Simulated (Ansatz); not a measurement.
Consider the ligand exchange at the Si–O bond: `C=C=C(Cl)O[SiH3]` + `OP[SiH3]` → `OP([SiH3])[SiH3]` + `C=C=C(O)Cl`.

Gas-phase electronic energies from Ansatz, PBE0-D4/def2-TZVP geometries. CBS: MP2 limit from def2 TZ/QZ plus the TZ coupled-cluster correction, frozen cores. Functionals use def2-TZVPP. B3LYP here is the variant with VWN-RPA as its local correlation; programs differ in this. One conformer a species, not always the lowest.

```tsv
level	ΔE (kJ/mol)	difference from CCSD(T)/CBS
r2SCAN-D4	58.3	-7.5
PBE0-D4	49.9	-15.9
PBE	45.1	-20.7
r2SCAN	58.5	-7.3
PBE0	51.3	-14.5
B3LYP	68.7	2.9
HF/def2-TZVPP	88.9	23.1
SCS-MP2/def2-TZVPP	76.8	11.0
HF/def2-QZVPP	90.7	24.9
MP2/CBS(def2)	69.2	3.4
CCSD(T)/CBS	65.8	0
```

Largest T1 diagnostic among the species: 0.014.

From PBE to PBE0 (25 % exact exchange), in def2-TZVPP and without D4, ΔE moves by +6.2 kJ/mol. In def2-TZVPP, CCSD(T) changes the Hartree–Fock value by −21.2 kJ/mol (the triples alone add −3.7 kJ/mol) and MP2 by −17.8 kJ/mol.
